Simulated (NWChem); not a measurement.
Two isomers of C3H4O2Si, each optimised at PBE0/def2-SVP with NWChem. Flexible species stand in one conformer each, which need not be the lowest. 

A: O=C1C=CO[SiH2]1
B: C=C1OC(=O)[SiH2]1

**Question.** Which is lower in energy, by how much, and how do their other properties compare?

**Answer.** A is lower by 29.5 kcal/mol in electronic energy; with zero-point energies, B − A = 28.5 kcal/mol.
|  | A | B |
|---|---|---|
| highest occupied level (eV) | -6.70 | -7.49 |
| orbital gap (eV) | 4.91 | 6.47 |
| dipole (D) | 2.39 | 3.75 |
| highest harmonic frequency (cm⁻¹) | 3248 | 3290 |
| zero-point energy (kcal/mol) | 40.0 | 39.1 |
